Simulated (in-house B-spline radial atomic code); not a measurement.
A radial electron density 4πr²n(r) was computed for an atom or ion in its tabulated ground configuration with an all-electron radial atomic-structure program (B-spline basis); method: non-relativistic Hartree-Fock, average of configuration. Columns: r (bohr), 4πr²n(r) (electrons per bohr), bar.

```
 0.00163    2.217 #
 0.00198    3.163 ##
 0.00241    4.496 ###
 0.00293    6.323 ####
 0.00356    8.787 #####
 0.00433    12.07 #######
 0.00526     16.3 #########
 0.00639    21.59 ############
 0.00777    27.99 ################
 0.00945    35.28 ####################
  0.0115    43.03 #########################
   0.014    50.41 #############################
   0.017    56.26 ################################
  0.0206    59.58 ##################################
  0.0251    59.77 ##################################
  0.0304    57.22 #################################
   0.037    53.65 ###############################
   0.045    52.15 ##############################
  0.0547    55.41 ################################
  0.0664    63.51 ####################################
  0.0807    72.83 ##########################################
  0.0981     77.1 ############################################
   0.119    72.38 #########################################
   0.145     61.4 ###################################
   0.176    53.62 ###############################
   0.214    55.21 ################################
    0.26    61.64 ###################################
   0.316     60.8 ###################################
   0.384    47.12 ###########################
   0.467    28.79 ################
   0.568    18.36 ##########
    0.69    18.11 ##########
   0.839    20.06 ###########
    1.02    17.68 ##########
    1.24    11.71 #######
    1.51    5.861 ###
    1.83    2.309 #
    2.22   0.6903 
     2.7    0.146 
    3.29   0.0198 
    3.99 0.001651
```

(1) Which atom or ion is it?
A. Cd4+
B. Sb5+
C. Ag4+
D. Pd4+

Answers

(1) A. The area under the curve, ∫4πr²n dr = ∫r·4πr²n d(ln r) on this logarithmic grid, is 44 electrons, which only this option has. The configuration is [Kr] 4d8.
